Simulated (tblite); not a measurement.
Q: Write a Z-matrix for `[SiH3]/C(O[SiH2]S[SiH3])=C/[SiH3]` as optimised with GFN2-xTB.

A: 
Z-matrix in Å and degrees, rows numbered from 1:
```
Si
C   1  1.8800
C   2  1.3343  1  120.84
Si  3  1.8911  2  125.25  1   178.46
O   3  1.3696  2  116.53  1    -2.42
Si  5  1.6026  3  135.82  2   149.52
S   6  2.1469  5  109.62  3   -58.43
Si  7  2.1410  6  102.40  5  -168.57
H   1  1.4661  2  110.09  3    61.92
H   1  1.4672  2  107.54  3  -179.01
H   1  1.4639  2  110.13  3   -59.47
H   2  1.0786  1  121.34  3   178.82
H   4  1.4629  3  109.87  2  -117.77
H   4  1.4617  3  106.94  2     3.08
H   4  1.4675  3  108.41  2   122.34
H   6  1.4504  5  100.69  3  -175.57
H   6  1.4601  5  113.34  3    60.81
H   8  1.4579  7  108.57  6    56.10
H   8  1.4586  7  108.84  6   -63.67
H   8  1.4514  7  103.19  6   176.34
```

Si6 (oxygen-bound silicon) is distorted tetrahedral (angles from 100.7° to 115.2°). Of the pairs four or more bonds apart, Si1···Si6 is among the closest relative to their van der Waals radii: 4.32 Å, 103 % of the sum of Bondi's values. Si8 (SiH3 silicon) is distorted tetrahedral (angles from 103.2° to 113.1°). Si4 (SiH3 silicon) is tetrahedral (angles from 106.9° to 111.2°).

Structure optimised with GFN2-xTB, isolated species.

Point group: C1 (no symmetry element, even within 0.4 Å). Its lowest GFN2-xTB frequency is 11 cm⁻¹, too small to tell a flat minimum from a shallow saddle. The numbers are those of one conformer (C2–C3–O5–Si6 150°, C3–O5–Si6–S7 -58°, O5–Si6–S7–Si8 -169°). 3 starts were optimised and ended at 0.00, 0.27 and 0.29 kcal/mol (GFN2-xTB); the lowest of these is shown.

The run took 4.4 s of wall time on an Arm Neoverse N1 with one thread, shared host. This is the geometry optimisation.

All values are computed, not measured.
